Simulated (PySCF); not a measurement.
**Working out the ionisation energy of Xe**

Xe [Xe] (1S) → Xe⁺ [Kr] 4d10 5s2 5p5 (2P). Calculation: PySCF 2.14, in cc-pVDZ-PP with ECP28MDF (4s3p2d, 23 functions); a scalar-relativistic core potential. Frozen: 4s2 4p6 4d10. Energies in hartree (1 hartree = 27.21139 eV):

| part | Xe (lower) | Xe⁺ (upper) |
| --- | --- | --- |
| UHF | -328.290852 | -327.864945 |
| CCSD correlation | -0.108203 | -0.090579 |
| (T) | -0.000693 | -0.000722 |

What does Hartree-Fock give?

(-327.864945) − (-328.290852) = 0.425907 hartree = 11.590 eV.

What do CCSD and CCSD(T) give?

The CCSD correlation energies differ by 0.017624 hartree = 0.480 eV and the triples by -0.000029 hartree = -0.001 eV, so CCSD gives 12.070 eV and CCSD(T) 12.069 eV.

Measured between the centres of the two terms (NIST): 12.565 eV, so CCSD(T) (valence) is off by -0.496 eV.

A double-zeta basis recovers only part of the correlation energy.

What remains against the reference includes basis incompleteness, the frozen core and higher excitations.
